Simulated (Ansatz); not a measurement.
Molecule: ZrI2, net charge 0, triplet state. The spin state was set by rule; other spins were not relaxed. 
Coordinates optimised at B3LYP-D3(BJ)/def2-TZVP (Ansatz, an electronic-structure program):
SMILES: [Zr]([I])[I]
```xyz
3

Zr     0.0000     0.0000     0.0000
I      0.0000     0.0000     2.7397
I      0.0000     0.0000    -2.7397
```
Charge 0, spin multiplicity 3.

Property: vertical electron affinity (to the quartet state of charge -1; a negative value means that the extra electron is unbound and the number depends on the basis; each state is the SCF solution reached for its spin; for the quartet the Hartree-Fock reference is unstable and T1 is 0.017), in eV. Valence correlation only, unless marked. Open shells are spin-unrestricted. No spin-orbit coupling. The frozen core is the preceding noble-gas configuration, with the filled d and f shells of earlier blocks. Past Kr the def2 sets carry scalar-relativistic core potentials. Anions need diffuse functions: def2-D sets add few. 

```csv
level,program,vertical electron affinity (eV)
SVWN5/def2-TZVPD,Ansatz,1.59
r2SCAN/def2-TZVPD,Ansatz,1.49
CAM-B3LYP/def2-TZVPD,Ansatz,1.37
wB97M-V/def2-TZVPD,Ansatz,1.37
wB97X-V/def2-TZVPD,Ansatz,1.24
CCSD(T)/def2-SVPD,Ansatz,1.14
```
